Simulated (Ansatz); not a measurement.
Computed with Ansatz on PBE0-D4/def2-TZVP structures; ΔE is electronic, products minus reactants. CBS: MP2 limit from def2 TZ/QZ plus the TZ coupled-cluster correction, frozen cores. This one scheme is used for every species. Functionals use def2-TZVPP. B3LYP here is the variant with VWN-RPA as its local correlation; programs differ in this. HSE06 is defined as in plane-wave codes. Open shells (•) are unrestricted, without spin–orbit coupling. Each species was taken in one conformer, which may not be the lowest.

`COB(N)O` → `CO[B]N`• + `[OH]`•  (homolysis of the B–O bond)

`COB(N)O`:

Cartesian coordinates in Å:
```
C -0.342 -0.794 1.326
O -0.879 -0.456 0.074
B -0.164 0.310 -0.817
N 1.130 0.804 -0.554
O -0.750 0.603 -2.022
H -0.127 0.097 1.928
H -1.078 -1.398 1.859
H 0.577 -1.383 1.225
H 1.636 0.641 0.295
H 1.620 1.360 -1.231
H -1.624 0.215 -2.084
```

`CO[B]N`•:

```xyz
9

C    -1.517    0.556   -0.320
O    -0.149    0.505    0.025
B     0.549   -0.648    0.059
N     1.898   -0.706    0.399
H    -1.908   -0.439   -0.549
H    -2.080    0.980    0.515
H    -1.642    1.202   -1.192
H     2.435    0.115    0.640
H     2.413   -1.565    0.423
```

`[OH]`•:

Z-matrix (Å, degrees):
```
O
H 1 0.973
```

```tsv
level	ΔE (kcal/mol)	difference from CCSD(T)/CBS
PBE-D4	146.5	-3.9
r2SCAN-D4	143.4	-7.0
B97M-V	147.8	-2.6
B3LYP-D4	144.5	-5.9
HSE06-D4	145.2	-5.2
BHLYP-D4	142.2	-8.2
ωB97M-V	150.9	0.5
PBE-QIDH	148.1	-2.3
revPBE	138.0	-12.4
BLYP	140.7	-9.7
r2SCAN	143.1	-7.3
CAM-B3LYP	146.6	-3.8
LC-ωPBE	145.6	-4.8
MP2/def2-TZVPP	154.1	3.7
MP2/CBS(def2)	157.1	6.7
CCSD/CBS(def2)	148.1	-2.3
CCSD(T)/CBS	150.4	0
```

Largest T1 diagnostic among the species: 0.014.

The D4 term adds +1.9 kcal/mol with B3LYP and +1.0 kcal/mol with PBE0; it sums over pairs of atoms, weighted by their polarisabilities, and B3LYP, whose exchange is more repulsive, gets the larger term. At CCSD(T), def2-SVP lies −4.1 kcal/mol from the extrapolated value and def2-TZVPP −3.0 kcal/mol: correlation converges slowly with the basis, and small sets miss more of it in the bonded molecule than in its fragments.
